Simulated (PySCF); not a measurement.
Dipole moment and polarisability of `[SiH3]C#C[SiH2]C(Cl)Cl`

Compound: C₃H₆Cl₂Si₂.
Structure used (GFN2-xTB), in Å, numbered top down from 1:
```xyz
13
C3H6Cl2Si2 angstrom
Si     3.171    0.785   -0.097
C      1.471    0.060   -0.243
C      0.354   -0.403   -0.327
Si    -1.342   -1.116   -0.448
C     -2.481    0.181    0.421
Cl    -4.179   -0.332    0.287
Cl    -2.037    0.335    2.136
H      3.030    2.241   -0.029
H      3.784    0.249    1.119
H      3.920    0.385   -1.291
H     -1.795   -1.200   -1.837
H     -1.471   -2.367    0.293
H     -2.428    1.183   -0.001
```

Level: B3LYP/def2-SVPD (PySCF), static field, nuclei fixed, core orbitals frozen in the response. The polarisability tensor in these axes (au):

```
x   160.54  16.62   0.59
y    16.62  97.44   6.26
z     0.59   6.26 103.01
```

What are the eigenvalues, a third of the trace, and Δα (Δα² = ½Σ(αi − αj)² over the three pairs)?

Principal values 90.50, 105.77 and 164.73 au; mean 120.33 au = 17.83 Å³ = 19.84 × 10⁻⁴⁰ C²·m²/J; Δα = 67.89 au (56 % of the mean).

What is the dipole moment, and where does it point?

(1.81, 0.27, -1.30) D, 2.25 D in size, pointing from the negative to the positive side. Measured along this direction, the outermost atoms are Cl6 at the negative end and H10 at the positive end.

What are the principal values of the traceless quadrupole moment, Θ = ½Σq(3rr − r²1), about the centre of nuclear charge?

-4.65, 0.41, 4.24 D·Å. The values depend on the origin, since the dipole doesn't vanish. The electronic extent ⟨r²⟩ about the same centre is 2607 bohr², a root-mean-square distance of 2.91 Å for the 86 electrons.

Refractivity n − 1 of an ideal gas of it at 298.15 K and 1 atm, from the electronic α?

N = p/kT = 2.4615 × 10¹⁹ cm⁻³, so n − 1 = 2π × N × 17.83 × 10⁻²⁴ cm³ = 2758 × 10⁻⁶ at long wavelengths, for an ideal gas.

Orientational against electronic polarisability at 298 K (dilute gas, rigid molecules)?

In Gaussian units μ²/3kT = 40.85 Å³ against 17.83 Å³, a ratio of 2.29; the Debye molar polarisation (4π/3)N_A(α + μ²/3kT) is 148.0 cm³/mol, leaving out the vibrational part.

Rayleigh depolarisation ratio (linearly polarised light, static tensor)?

ρ = 3Δα²/(45ᾱ² + 4Δα²) = 13828.4/(651574 + 18437.8) = 0.0206.

Sum over states: ᾱ = Σ f/ω², ω in Eh. What share falls to these 8 lowest TDDFT singlets (eV, f)? 5.50, 0.0006; 5.63, 0.0390; 5.74, 0.0009; 5.98, 0.0325; 6.40, 0.0024; 6.44, 0.0053; 6.60, 0.0040; 6.81, 0.0028.

They add up to 1.87 au, 1.6 % of the 120.33 au; the largest single term is 0.91 au, from the state at 5.63 eV. Terms in order: 0.02, 0.91, 0.02, 0.67, 0.04, 0.09, 0.07, 0.05 au. Higher excitations give the rest. The strengths listed sum to 0.087.

One conformer (not necessarily the lowest) at the GFN2-xTB geometry, without solvent, vibrations or thermal averaging.
